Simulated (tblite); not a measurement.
C4H9ClGeO.
Numbering: `[CH3:1][O:2]/[C:3](=[CH:4]\[Cl:5])[GeH2:6][CH3:7]` (hydrogens: H8, H9, H10 on C1; H11 on C4; H12, H13 on Ge6; H14, H15, H16 on C7)

Computed with GFN2-xTB (tblite), gas phase: L-BFGS steps from a force-field or distance-geometry start until the largest atomic force falls under 0.01 eV/Å.

Geometry at step 12:
```
atom  x, y, z in Å
C1     -2.3372   -1.2187    0.2351
O2     -1.0038   -0.9330    0.6105
C3     -0.5099    0.3148    0.4371
C4     -1.0501    1.4220   -0.0561
Cl5    -2.6570    1.7151   -0.6645
Ge6     1.3904    0.3469    1.0275
C7      2.6568   -0.2310   -0.3825
H8     -2.4975   -2.2702    0.4713
H9     -3.0425   -0.6007    0.7955
H10    -2.4818   -1.0616   -0.8362
H11    -0.4390    2.3098   -0.1122
H12     1.7204    1.7606    1.4386
H13     1.5272   -0.5182    2.2430
H14     3.4657   -0.8133    0.0546
H15     2.1575   -0.8460   -1.1258
H16     3.0933    0.6325   -0.8799
```

**Question.** What forces act on the atoms?

**Answer.** 
```
atom  Fx (eV/Å)  Fy (eV/Å)  Fz (eV/Å)
  C1      0.032      0.020     -0.025
  O2      0.129      0.116      0.030
  C3      0.109      0.006     -0.024
  C4      0.073      0.002      0.012
 Cl5      0.019     -0.043      0.006
 Ge6     -0.088      0.044     -0.087
  C7     -0.028     -0.019      0.052
  H8      0.017      0.020      0.026
  H9      0.000     -0.044     -0.012
 H10     -0.027      0.001      0.004
 H11     -0.025     -0.007      0.030
 H12     -0.034     -0.037      0.005
 H13     -0.078     -0.050      0.013
 H14     -0.040      0.032     -0.025
 H15      0.009      0.003      0.007
 H16     -0.068     -0.043     -0.011
```

The largest, 0.18 eV/Å, acts on O2; the rms over all components is 0.046 eV/Å. The forces sum to zero within rounding, as they must for an isolated molecule in no field.

**Question.** Give the force on O2 in Eh/bohr and in nN.

**Answer.** 0.176 eV/Å ÷ 51.422 = 0.00342 Eh/bohr, and 0.176 eV/Å × 1.602 = 0.28 nN.

**Question.** How far is this geometry from the end of the optimisation?

**Answer.** 0.063 eV above it, and 0.420 Å rms away after alignment. The bonds farthest from their final lengths, with half the difference of the two atoms' forces along the bond (positive lengthens):

```json
{"bond": "C3–Ge6", "now (Å)": "1.990", "final (Å)": "1.968", "force along bond (eV/Å)": "-0.10"}
{"bond": "Ge6–C7", "now (Å)": "1.981", "final (Å)": "1.967", "force along bond (eV/Å)": "-0.02"}
{"bond": "Ge6–H12", "now (Å)": "1.509", "final (Å)": "1.504", "force along bond (eV/Å)": "-0.02"}
{"bond": "Ge6–H13", "now (Å)": "1.498", "final (Å)": "1.501", "force along bond (eV/Å)": "+0.07"}
{"bond": "C3=C4", "now (Å)": "1.327", "final (Å)": "1.325", "force along bond (eV/Å)": "0.00"}
{"bond": "C7–H14", "now (Å)": "1.088", "final (Å)": "1.087", "force along bond (eV/Å)": "-0.03"}
```

The angle farthest from its final value is C3–Ge6–C7, 113.2° against 109.2°.

Of the 2 listed bonds off by 0.010 Å or more, this force points towards the final length in 2.

The cost below is that of the whole relaxation. Time: 1.0 s of wall time. Hardware: one thread of an Arm Neoverse V1, shared host with 32 logical CPUs at a one-minute load of 22.
